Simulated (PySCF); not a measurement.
An unknown gives this computed stick spectrum. The calculation used TDDFT PBE0/def2-SVPD, vertical, gas phase, core orbitals frozen in the response (PySCF 2.14.0, density-fitted response routines). Geometries: GFN2-xTB, one conformer each.

```
state  λ (nm)       f
   S1   181.5  0.0014
   S2   166.1   0.010
   S3   160.0  0.0078
   S4   158.8   0.010
   S5   153.0   0.018
   S6   149.9  0.0014
```

Orbital energies (eV): HOMO-3 -9.56, HOMO-2 -9.47, HOMO-1 -8.46, HOMO -7.25, LUMO 0.68, LUMO+1 1.24, LUMO+2 1.59.

Task: Which candidate is it?
A. `CCOC(C)(C)C`
B. `CC#CCNC(C)=O`
C. `C=CCC(=C)NC=O`

Result: A. Its S1, at 6.83 eV, is the highest among the candidates; the nearest of the others has S1 at 5.83 eV. S1 is HOMO→LUMO (98%). Löwdin shares by element: HOMO oxygen 56%, carbon 23% or more (atoms not listed hold the other 21%); LUMO carbon 39% or more (atoms not listed hold the other 61%). At the same level the other candidates give, for their lowest levels:
- `C=CCC(=C)NC=O`: 233 nm (f 0.009); 216 nm (f 0.282); 208 nm (f 0.008); 205 nm (f 0.037); 203 nm (f 0.088); T1 3.76 eV; HOMO -6.83, LUMO -0.57 eV
- `CC#CCNC(C)=O`: 213 nm (f 0.001); 193 nm (f 0.020); 189 nm (f 0.015); 184 nm (f 0.003); 182 nm (f 0.031); T1 5.30 eV; HOMO -7.20, LUMO 0.40 eV

Shape of the structure used: `[CH3:1][CH2:2][O:3][C:4]([CH3:5])([CH3:6])[CH3:7]`: C1–C2–O3–C4 180°, C2–O3–C4–C5 180°.
Triplets come from the Tamm–Dancoff approximation.

Without π bonds the low states are Rydberg-like; a valence basis with one diffuse set may place them up to an eV too high.
